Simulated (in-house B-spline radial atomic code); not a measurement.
A fraction x of an electron is removed from 2p in the calcium ion Ca²⁺, starting from [Ne] 3s2 3p6 and keeping the highest spin. Computed with an all-electron radial atomic-structure program (B-spline basis): non-relativistic OLYP, spin-polarised, spherical fractional occupations, point nucleus.

| x | E(x) - E(0) (eV) | 2p down level (eV) |
| --- | --- | --- |
| 0 | 0.0000 | -350.950 |
| 0.04 | 14.0756 | -352.833 |
| 0.17 | ? | ? |
| 0.33 | 118.3910 | -366.621 |
| 0.38 | 136.7821 | -369.022 |
| 0.5 | ? | ? |
| 0.52 | 188.9173 | -375.776 |
| 0.71 | 261.1916 | -385.020 |
| 0.77 | 284.3808 | -387.957 |
| 0.95 | 355.0093 | -396.816 |
| 1 | 374.9119 | -399.289 |

Problem. What belongs in the row x = 0.17?

Solution. An energy change of 60.3434 eV; 2p down at -358.986 eV.

Problem. What belongs in the row x = 0.5?

Solution. An energy change of 181.4115 eV; 2p down at -374.808 eV.

Problem. Check Janak's theorem between x = 0.33 and 0.38.

Solution. The slope of the energy is 367.82 eV; the orbital levels give 367.82 eV (-ε of the emptying orbital, averaged over the two points).
